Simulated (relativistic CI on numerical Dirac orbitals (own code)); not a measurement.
**Electric-dipole lines of Al²⁺**

Calculated at this level of theory: Dirac-Coulomb-Breit CI, KLI orbitals optimised for each configuration, QED by a radiative potential, valence Slater integrals scaled by 0.85, configuration energies shifted to the measured levels that pair with them (semi-empirical) (own radial code, finite nucleus).

CI space (outside the closed core [Ne]): 3s, 3p, 3d, 4s, 4p, 4d, 4f, 5s, 5p, 5d, 5f, 6s, 6p, 6d, 7s, 7p, 8s, 5g. Levels of other configurations are missing.

```
λ vac (Å)            Lower            Upper   A (s⁻¹)        gf  Branching (%)
   1352.8    3d 2D_5/2 [4]  5f 2F°_7/2 [19]  4.39e+08  9.64e-01           66.5
   1352.9    3d 2D_3/2 [5]  5f 2F°_5/2 [18]  4.10e+08  6.75e-01           62.1
   1379.8   3p 2P°_1/2 [2]    4s 2S_1/2 [6]  4.39e+08  2.50e-01           33.3
   1384.0   3p 2P°_3/2 [3]    4s 2S_1/2 [6]  8.78e+08  5.04e-01           66.7
   1605.9   3p 2P°_1/2 [2]    3d 2D_3/2 [5]  1.21e+09  1.87e+00           83.4
   1611.6   3p 2P°_3/2 [3]    3d 2D_3/2 [5]  2.41e+08  3.75e-01           16.6
   1611.7   3p 2P°_3/2 [3]    3d 2D_5/2 [4]  1.44e+09  3.37e+00          100.0
   1854.9    3s 2S_1/2 [1]   3p 2P°_3/2 [3]  5.77e+08  1.19e+00          100.0
   1862.6    3s 2S_1/2 [1]   3p 2P°_1/2 [2]  5.70e+08  5.93e-01          100.0
   1935.8    3d 2D_5/2 [4]  4f 2F°_7/2 [12]  1.25e+09  5.61e+00          100.0
   1935.8    3d 2D_5/2 [4]  4f 2F°_5/2 [11]  8.32e+07  2.80e-01            6.7
   1936.0    3d 2D_3/2 [5]  4f 2F°_5/2 [11]  1.16e+09  3.92e+00           93.3
   3602.9    3d 2D_5/2 [4]   4p 2P°_3/2 [8]  1.30e+08  1.01e+00           49.0
   3613.2    3d 2D_3/2 [5]   4p 2P°_1/2 [7]  1.44e+08  5.64e-01           54.1
   3703.6   4p 2P°_1/2 [7]   5s 2S_1/2 [13]  1.13e+08  4.66e-01           13.6
   3713.8   4p 2P°_3/2 [8]   5s 2S_1/2 [13]  2.26e+08  9.37e-01           27.2
   4150.9    4d 2D_5/2 [9]  5f 2F°_7/2 [19]  2.21e+08  4.57e+00           33.5
   4151.5   4d 2D_3/2 [10]  5f 2F°_5/2 [18]  2.06e+08  3.20e+00           31.3
   4514.2   4p 2P°_1/2 [7]   4d 2D_3/2 [10]  2.10e+08  2.57e+00           74.6
   4529.4   4p 2P°_3/2 [8]   4d 2D_3/2 [10]  4.18e+07  5.14e-01           14.8
   4530.1   4p 2P°_3/2 [8]    4d 2D_5/2 [9]  2.51e+08  4.63e+00           89.8
   5699.2    4s 2S_1/2 [6]   4p 2P°_3/2 [8]  8.85e+07  1.72e+00           33.3
   5723.3    4s 2S_1/2 [6]   4p 2P°_1/2 [7]  8.74e+07  8.59e-01           32.8
   7663.5  5p 2P°_1/2 [14]   6s 2S_1/2 [22]  3.86e+07  6.80e-01            7.5
   7682.9  5p 2P°_3/2 [15]   6s 2S_1/2 [22]  7.72e+07  1.37e+00           15.0
   7884.5    4d 2D_5/2 [9]  5p 2P°_3/2 [15]  5.56e+07  2.07e+00           35.2
   7907.1   4d 2D_3/2 [10]  5p 2P°_1/2 [14]  6.16e+07  1.15e+00           38.7
   9575.3  5p 2P°_1/2 [14]   5d 2D_3/2 [17]  5.81e+07  3.19e+00           59.5
   9605.6  5p 2P°_3/2 [15]   5d 2D_3/2 [17]  1.15e+07  6.39e-01           11.8
   9607.6  5p 2P°_3/2 [15]   5d 2D_5/2 [16]  6.92e+07  5.75e+00           71.6
  12769.8   5s 2S_1/2 [13]  5p 2P°_3/2 [15]  2.30e+07  2.25e+00           14.5
  12823.7   5s 2S_1/2 [13]  5p 2P°_1/2 [14]  2.27e+07  1.12e+00           14.3
  13701.2  6p 2P°_1/2 [23]   7s 2S_1/2 [27]  1.58e+07  8.90e-01            4.8
  13734.1  6p 2P°_3/2 [24]   7s 2S_1/2 [27]  3.16e+07  1.79e+00            9.5
  14784.9   5d 2D_5/2 [16]  6p 2P°_3/2 [24]  2.39e+07  3.14e+00           24.1
  14827.9   5d 2D_3/2 [17]  6p 2P°_1/2 [23]  2.65e+07  1.75e+00           26.4
  17381.8  6p 2P°_1/2 [23]   6d 2D_3/2 [26]  2.09e+07  3.78e+00           44.7
  17434.8  6p 2P°_3/2 [24]   6d 2D_3/2 [26]  4.15e+06  7.56e-01            8.9
  17439.3  6p 2P°_3/2 [24]   6d 2D_5/2 [25]  2.49e+07  6.81e+00           53.8
  22255.0  7p 2P°_1/2 [28]   8s 2S_1/2 [30]  7.44e+06  1.10e+00            3.8
  22307.0  7p 2P°_3/2 [29]   8s 2S_1/2 [30]  1.49e+07  2.23e+00            7.7
  24060.2   6s 2S_1/2 [22]  6p 2P°_3/2 [24]  7.95e+06  2.76e+00            8.0
  24161.8   6s 2S_1/2 [22]  6p 2P°_1/2 [23]  7.86e+06  1.38e+00            7.8
  24923.1   6d 2D_5/2 [25]  7p 2P°_3/2 [29]  1.13e+07  4.20e+00           18.6
  24997.5   6d 2D_3/2 [26]  7p 2P°_1/2 [28]  1.25e+07  2.34e+00           20.3
```

Terms are leading LS components. Brackets give the number of a level in order of energy, since labels repeat. The list gives strong lines, with weight on those to low levels, without configurations that were not tied to measured data, without lines whose two gauges differ by over a factor of 2.5, and without lines across small gaps between configurations, and without 4 lines that miss the measured interval by over 3.5 %, start from a term whose rates miss tabulated ones by over 60 %, have gauges far apart or, lacking measured levels, span too small a gap for the errors found; lines with a level outside our table were not tested and can miss by more. Levels whose partners in the same complex of configurations lie outside the list can be far off, and so can their lines. Rates are taken at the computed energies, electric ones in the length gauge.

Configurations whose levels could be paired with our table of measured levels were shifted onto them, all but the ground configuration, by the median error of their levels; single terms can still be off by 1,000 to 2,000 cm⁻¹ or more, and rates follow the energies as ν³ (E1, M1) or ν⁵ (E2). The others borrow a shift and can be off by several thousand cm⁻¹ or more. The fine structure of a lone outer electron comes out too small, for d and f at times inverted, and misplaced configurations move strength between like terms. 27 of the 27 excited levels that our extract of the measured tables holds in this range could be paired (the sources list more); they are missed by 1 cm⁻¹ on average and 6 at most, after the shifts were fitted to these levels, and levels without a partner can miss by more.

Question: From the table, what is the radiative lifetime of 5f 2F°_7/2?

Answer: The listed rates from this level add up to about 6.60e+08 s⁻¹, 100 % of its decay; with all channels τ = 1.51e-09 s.
